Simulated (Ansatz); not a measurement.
`CC(C)(C)[NH][InH2]`, relaxed with RKS PBE0-D4/def2-TZVP in the Gaussian-basis code of Ansatz from a GFN2-xTB geometry. The force threshold is 0.005 eV/Å; the program also tests the step.

Charge 0, multiplicity 1. In takes the def2 core potential.

Start:

```xyz
18

C    -1.105   -0.935    0.642
C    -0.314    0.000   -0.284
C    -0.956   -0.003   -1.678
C    -0.331    1.417    0.289
N     1.073   -0.410   -0.406
In    2.419   -0.236    1.109
H    -2.140   -0.613    0.730
H    -0.646   -0.933    1.636
H    -1.089   -1.954    0.254
H    -0.385    0.639   -2.345
H    -1.980    0.359   -1.629
H    -0.961   -1.010   -2.090
H     0.308    2.058   -0.319
H    -1.340    1.821    0.300
H     0.061    1.400    1.309
H     1.125   -1.331   -0.838
H     3.880   -1.115    0.878
H     2.380    0.847    2.443
```

```tsv
step	energy (eV)	largest force (eV/Å)	largest move (Å)
1	-11002.7418	0.443	0.000
2	-11002.8175	0.450	0.195
3	-11002.8415	0.334	0.058
4	-11002.8449	0.108	0.139
5 (rejected)	-11002.8405	0.494	0.163
6	-11002.8540	0.034	0.080
7	-11002.8567	0.043	0.062
8	-11002.8579	0.022	0.051
9	-11002.8599	0.078	0.185
10 (rejected)	-11002.8577	0.225	0.136
11	-11002.8623	0.053	0.068
12	-11002.8645	0.061	0.098
13	-11002.8663	0.140	0.146
14	-11002.8671	0.186	0.097
15	-11002.8682	0.175	0.067
16	-11002.8693	0.119	0.108
17	-11002.8702	0.092	0.073
18	-11002.8708	0.041	0.022
19	-11002.8711	0.020	0.049
20	-11002.8712	0.011	0.038
21	-11002.8713	0.011	0.022
22	-11002.8713	0.005	0.011
```

End:

```xyz
18

C    -1.375   -0.979    0.558
C    -0.358   -0.075   -0.142
C    -0.731    0.052   -1.621
C    -0.383    1.302    0.501
N     0.971   -0.650   -0.022
In    2.695   -0.007    0.799
H    -2.391   -0.584    0.466
H    -1.131   -1.072    1.618
H    -1.363   -1.981    0.119
H    -0.023    0.705   -2.136
H    -1.738    0.461   -1.746
H    -0.704   -0.927   -2.108
H     0.330    1.975    0.017
H    -1.377    1.746    0.417
H    -0.129    1.244    1.563
H     1.008   -1.567   -0.447
H     3.944   -1.170    0.616
H     2.755    1.528    1.547
```

Run time 61 s (2 threads of an AMD EPYC 7R13 on a shared host and a share of an NVIDIA H100 80 GB); peak host memory 0.93 GiB.
